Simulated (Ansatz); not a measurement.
Nudged elastic band run: BH₄ISi

Input:

```yaml
crystal:
  periodic: [false, false, false]
  atoms:
    - { symbol: B, position_ang: [-1.087506, 0.047121, -0.677628] }
    - { symbol: Si, position_ang: [0.660395, 0.172201, 0.36046] }
    - { symbol: I, position_ang: [1.340473, -2.015745, 1.322494] }
    - { symbol: H, position_ang: [-1.703158, -0.970982, -0.793871] }
    - { symbol: H, position_ang: [-1.517482, 1.041413, -1.19393] }
    - { symbol: H, position_ang: [0.537221, 1.11296, 1.495929] }
    - { symbol: H, position_ang: [1.770057, 0.613032, -0.513454] }
basis:
  gaussian: { orbitals: def2-SVP }
hamiltonian:
  xc: hf
neb:
  order_check: false
  images: 3
  f_tol: 0.05
  max_iterations: 60
  initial_path: idpp
  climbing: false
  final_atoms:
    - { symbol: B, position_ang: [-1.06225665, 0.03038106, -0.66224062] }
    - { symbol: Si, position_ang: [0.63847058, 0.30705237, 0.40813843] }
    - { symbol: I, position_ang: [1.3427409, -2.05919565, 0.7743042] }
    - { symbol: H, position_ang: [-2.1122931, -0.11581273, -0.10553348] }
    - { symbol: H, position_ang: [-1.01937925, -0.0626501, -1.85533357] }
    - { symbol: H, position_ang: [0.46860945, 0.91809105, 1.74210047] }
    - { symbol: H, position_ang: [1.74410808, 0.982134, -0.30143544] }
```

Launched with:

```bash
$ ansatz run input.yaml --threads 1 --pin off --max-ram 2048MiB --backend cpu --events-out ev --progress --plain --runs-dir out
```

Output, in part (warnings, iteration lines, the closing report on the highest movable image, with atoms numbered from 0):

```
NEB end point (image 0): max|allowed force component| = 6.947e-3 eV/Å (the criterion of neb.relax_end_points is 1.000e-2)
NEB end point (image 4): max|allowed force component| = 5.121e-3 eV/Å (the criterion of neb.relax_end_points is 1.000e-2)
NEB iter   1: max|band force component| = 9.404e-1 eV/Å  barrier→ = 0.0579 eV  barrier← = 0.0999 eV  Δτ_max = 0.1028 Å  (170 SCF iters)
NEB iter   2: max|band force component| = 3.155e-1 eV/Å  barrier→ = 0.0085 eV  barrier← = 0.0505 eV  Δτ_max = 0.0437 Å  (105 SCF iters)
NEB iter   3: max|band force component| = 2.578e-1 eV/Å  barrier→ = 0.0007 eV  barrier← = 0.0427 eV  Δτ_max = 0.0233 Å  (103 SCF iters)
NEB iter   4: max|band force component| = 3.835e-2 eV/Å  barrier→ = 0.0000 eV  barrier← = 0.0420 eV  Δτ_max = 0.0000 Å  (195 SCF iters)
Total energy: -16666.66655399 eV, -612.4886987869 hartree
Atom 0 at    -1.087506     0.047121    -0.677628 Å, force     0.000211     0.006947    -0.002259 eV/Å
Atom 1 at     0.660395     0.172201     0.360460 Å, force    -0.001939    -0.000125     0.000815 eV/Å
Atom 2 at     1.340473    -2.015745     1.322494 Å, force     0.000630     0.000807    -0.000635 eV/Å
Atom 3 at    -1.703158    -0.970982    -0.793871 Å, force    -0.003343    -0.006239    -0.000601 eV/Å
Atom 4 at    -1.517482     1.041413    -1.193930 Å, force     0.005855    -0.001933     0.003492 eV/Å
Atom 5 at     0.537221     1.112960     1.495929 Å, force     0.000519     0.000666    -0.000805 eV/Å
Atom 6 at     1.770057     0.613032    -0.513454 Å, force    -0.001933    -0.000123    -0.000007 eV/Å
Dipole moment:    -0.239830     0.343405    -0.232942 e Å
```

It converged. The highest image is an end point: on this band no image between the ends rises above it. So few images can step over the top or miss a turn of the path.

Final band (atoms are numbered from 1 in the order of the input):

```json
{"image": "0", "path coordinate (Å)": "0.00", "energy (kJ/mol)": "0.0", "dihedral H5–B1–Si2–H6 (°)": "61"}
{"image": "1", "path coordinate (Å)": "0.52", "energy (kJ/mol)": "-0.2", "dihedral H5–B1–Si2–H6 (°)": "84"}
{"image": "2", "path coordinate (Å)": "1.05", "energy (kJ/mol)": "-1.0", "dihedral H5–B1–Si2–H6 (°)": "107"}
{"image": "3", "path coordinate (Å)": "1.57", "energy (kJ/mol)": "-2.8", "dihedral H5–B1–Si2–H6 (°)": "132"}
{"image": "4", "path coordinate (Å)": "2.10", "energy (kJ/mol)": "-4.0", "dihedral H5–B1–Si2–H6 (°)": "157"}
```

Run time: 13 s on 1 thread of AMD EPYC 9R45 96-Core Processor (Zen 5), with other jobs on the host, peak memory 0.25 GiB.
